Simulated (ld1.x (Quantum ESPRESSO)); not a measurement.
# Se, PAW: configuration errors across variants

Se, PAW, made with ld1.x (Quantum ESPRESSO) 7.5 (PBEsol, fully relativistic). Core [Ne], reference 3s2 3p6 3d10 4s2 4p4. Waves: 3s (bound): rcut 0.80, rcutus 0.95 bohr; 4s (bound): rcut 0.80, rcutus 0.95 bohr; 3p (bound): rcut 0.80, rcutus 0.90 bohr; 4p (bound): rcut 0.80, rcutus 0.90 bohr; 3d (bound): rcut 0.85, rcutus 1.15 bohr; 3d channel at -3.25 Ry: rcut 0.85, rcutus 1.15 bohr. Local part: all-electron potential smoothed inside 1.15 bohr (lloc = -2). Core correction: Bessel-smoothed model core inside 0.95 bohr. Augmentation charge: BESSEL, radius 0.80 bohr.

Open shells are filled in proportion to 2j + 1 (rel_dist='average').

All-electron excitation energies from the reference (eV): (1) 3s2 3p6 3d10 4s2 4p3 10.854; (2) 3s2 3p6 3d10 4s2 4p2 31.226; (3) 3s2 3p6 3d10 4s2 4p1 62.134; (4) 3s2 3p6 3d10 4s2 4p3.5 4.312; (5) 3s2 3p6 3d10 4s1 4p4 22.389; (6) 3s2 3p6 3d10 4s0 4p6 21.965; (7) 3s2 3p6 3d9 4s2 4p5 51.657.

1 further variants failed, have other tests or too few solved ones, and are left out.

Errors AE − PS in meV (a dash: test not solved or not reliable):

```tsv
change	(1)	(2)	(3)	(4)	(5)	(6)	(7)	bound ghosts
base	+0.1	+0.2	+0.3	0.0	+0.3	+1.0	-42	not determined
waves 3s (bound): rcut 0.58, rcutus 0.62 bohr; 4s (bound): rcut 0.58, rcutus 0.62 bohr	+0.1	+0.3	+0.6	0.0	-0.2	-0.4	-29	not determined
waves 3s (bound): rcut 0.72, rcutus 0.76 bohr; 4s (bound): rcut 0.72, rcutus 0.76 bohr	+0.1	+0.2	+0.4	0.0	-0.1	-0.4	-39	not determined
waves 3s (bound): rcut 0.80, rcutus 0.88 bohr; 4s (bound): rcut 0.80, rcutus 0.88 bohr	+0.1	+0.1	+0.2	-0.1	0.0	+0.2	-43	not determined
waves 3s (bound): rcut 0.80, rcutus 1.18 bohr; 4s (bound): rcut 0.80, rcutus 1.18 bohr	–	–	–	–	–	–	–	not determined
waves 3s (bound): rcut 0.80, rcutus 1.28 bohr; 4s (bound): rcut 0.80, rcutus 1.28 bohr	+0.1	+0.2	0.0	0.0	-0.4	-0.4	-45	not determined
```

**Question.** Give the same row for: waves 3s (bound): rcut 0.80, rcutus 0.98 bohr; 4s (bound): rcut 0.80, rcutus 0.98 bohr.

**Answer.** 0.0, +0.2, +0.2, 0.0, +0.4, +1.3, -42; bound ghosts: not determined.
